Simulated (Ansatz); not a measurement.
PBE exchange is replaced step by step with exact exchange (0 % is PBE, 25 % PBE0; no dispersion term), basis def2-SVP, Ansatz. System: CoCl2(H2O)2 (CoCl₂O₂H₄). Total charge 0; doublet. Geometry: B3LYP-D4/def2-SVP.

Geometry of the doublet:

| atom | x (Å) | y (Å) | z (Å) |
| --- | --- | --- | --- |
| Co1 | -0.493 | 0.313 | 0.281 |
| Cl2 | -0.380 | 2.193 | 1.445 |
| Cl3 | -2.627 | -0.275 | 0.251 |
| O4 | -0.331 | -1.042 | -1.233 |
| H5 | -1.306 | -1.205 | -1.256 |
| H6 | 0.068 | -1.886 | -0.969 |
| O7 | 1.526 | 0.281 | 0.560 |
| H8 | 1.507 | 1.080 | 1.143 |
| H9 | 2.037 | 0.542 | -0.222 |

At PBE-D4/def2-SVP, PBE with 10 % exact exchange/def2-SVP, PBE with 15 % exact exchange/def2-SVP, PBE0-D4/def2-SVP and others the charge 0 doublet is spin-contaminated (final ⟨S²⟩ up to 1.42, 0.75 for a pure state). The geometry of the doublet was relaxed on an unsound state (⟨S²⟩ 1.25, where a pure state has 0.75). At PBE0-D4/def2-TZVP a quartet of charge 0 lies 0.95 eV below the doublet, each at its own geometry.

HOMO and LUMO are taken over both spins.

```csv
exact exchange (%),HOMO (eV),LUMO (eV),gap (eV),⟨S²⟩
0,-4.53,-3.71,0.81,1.236
10,-5.69,-3.26,2.43,1.286
15,-6.21,-3.00,3.21,1.310
25,-7.15,-2.43,4.72,1.357
40,-8.25,-1.38,6.87,1.419
```
